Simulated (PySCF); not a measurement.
Species: C8H12O3.
SMILES with atom numbers: `[CH3:1][O:2][C:3](=[O:4])[C@H:5]1[CH2:6][CH2:7][CH2:8][C:9](=[O:10])[CH2:11]1`

Structure used (GFN2-xTB), in Å, numbered top down from 1:
```
atom  x, y, z in Å
C1     3.815    0.391    0.484
O2     2.435    0.359    0.829
C3     1.593   -0.053   -0.122
O4     1.935   -0.385   -1.225
C5     0.155   -0.027    0.367
C6    -0.608    1.059   -0.398
C7    -2.073    1.074    0.021
C8    -2.725   -0.283   -0.248
C9    -1.959   -1.384    0.445
O10   -2.471   -2.180    1.188
C11   -0.482   -1.400    0.119
H12    4.339    0.752    1.365
H13    4.159   -0.609    0.214
H14    3.979    1.061   -0.362
H15    0.157    0.199    1.437
H16   -0.525    0.859   -1.469
H17   -0.156    2.033   -0.199
H18   -2.608    1.851   -0.527
H19   -2.146    1.305    1.086
H20   -3.762   -0.292    0.093
H21   -2.711   -0.484   -1.322
H22   -0.358   -1.653   -0.938
H23    0.011   -2.167    0.719
```

NICS = −σ at a ghost point: NICS(0) at the centroid of the ring atoms, NICS(1) 1 Å to either side along the normal of their mean plane, zz for the tensor component along that normal. Level: GIAO PBE0/pcSseg-1 (PySCF, non-relativistic, gas phase) on the GFN2-xTB geometry, one conformer.

Ring bond lengths (Å), with Mayer bond orders in brackets: C5–C6 1.532 (0.98), C6–C7 1.524 (1.04), C7–C8 1.530 (1.03), C8–C9 1.510 (0.98), C9–C11 1.512 (0.99), C11–C5 1.534 (0.97).

Task: Give the NICS values of each ring in ppm.

Result: 
| ring | type | NICS(0) | NICS(1), two faces | NICS(1)zz, two faces | rms pucker (Å) | centre to ring atoms, mean (Å) |
| --- | --- | --- | --- | --- | --- | --- |
| C5–C6–C7–C8–C9–C11 | 6-membered carbocycle; formal bonds all single | -0.9 | -0.8 / -2.8 | 5.0 / -0.3 | 0.23 | 1.47 |

Task: What can be read from them?

Result: 
- C5–C6–C7–C8–C9–C11: mean NICS(1)zz 2.3 ppm, near zero. C5, C6, C7, C8, C11 have four or more neighbours, so the value isn't read as a sign of a π ring current. The two faces differ by 5.3 ppm, so no symmetry operation interchanges them.

Task: What field does 9.4 T along the ring normal induce along that normal at the second NICS(1) probe listed for ring C5–C6–C7–C8–C9–C11, 1 Å off the ring?

Result: NICSzz × B0 = -0.3 ppm × 9.4 T = -3 μT, against the applied field.

Task: Give the inner angles of the rings and the Hirshfeld charges of the ring atoms.

Result: 
- C5–C6–C7–C8–C9–C11: C5 110.3° (-0.032 e), C6 110.4° (-0.068 e), C7 110.7° (-0.061 e), C8 110.4° (-0.078 e), C9 113.9° (+0.170 e), C11 111.2° (-0.080 e); sum 666.8° against 720° for a flat convex ring.
